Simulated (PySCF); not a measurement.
**Two-photon absorption: `CCCC[C@H](C)C=O`, C7H14O**

Geometry:
```tsv
atom	x (Å)	y (Å)	z (Å)
C1	3.355	-0.225	-0.578
C2	2.117	0.102	0.240
C3	0.823	-0.012	-0.553
C4	-0.416	0.321	0.266
C5	-1.725	0.237	-0.509
C6	-2.902	0.876	0.233
C7	-2.104	-1.182	-0.863
O8	-1.527	-2.171	-0.499
H9	3.311	-1.252	-0.973
H10	4.275	-0.138	0.021
H11	3.456	0.454	-1.440
H12	2.203	1.123	0.654
H13	2.062	-0.570	1.115
H14	0.873	0.660	-1.431
H15	0.731	-1.036	-0.951
H16	-0.478	-0.361	1.131
H17	-0.317	1.340	0.680
H18	-1.620	0.763	-1.479
H19	-2.718	1.948	0.396
H20	-3.844	0.778	-0.328
H21	-3.044	0.405	1.218
H22	-3.025	-1.264	-1.502
```

The calculation used TDDFT CAM-B3LYP/aug-cc-pVDZ excited states, vertical, gas phase (PySCF 2.14.0). Geometry: PBE0-D3(BJ)/def2-SVP.

(1) How strongly do the lowest singlets absorb one photon, and two photons of half the energy?

Results:

(1) δ for parallel linear polarisation; σ at the peak of a Lorentzian of half width 0.1 eV, single beam; Ω is circular over linear.
```csv
state,E (eV),f,photon λ (nm),δ (au),σ (GM),Ω,main
S1,4.28,0.000,580,0.28,0.00,1.22,"HOMO→LUMO 0.33, HOMO→LUMO+1 0.33"
S2,6.65,0.025,373,161,2.61,0.70,"HOMO→LUMO 0.35, HOMO→LUMO+1 0.31"
S3,7.21,0.009,344,15.2,0.29,0.81,"HOMO→LUMO+3 0.48, HOMO→LUMO+1 0.14"
S4,7.36,0.027,337,16.2,0.32,0.55,"HOMO→LUMO+5 0.34, HOMO→LUMO+2 0.25"
S5,7.39,0.016,335,91.6,1.83,0.65,"HOMO→LUMO+4 0.35, HOMO→LUMO 0.20"
S6,7.70,0.004,322,4.86,0.10,0.87,"HOMO−1→LUMO 0.25, HOMO−2→LUMO 0.16"
```

Among these, the strongest one-photon state is S4, the strongest two-photon state S2, with a dipole change of 7.5 D (relaxed, norm of the difference vector).
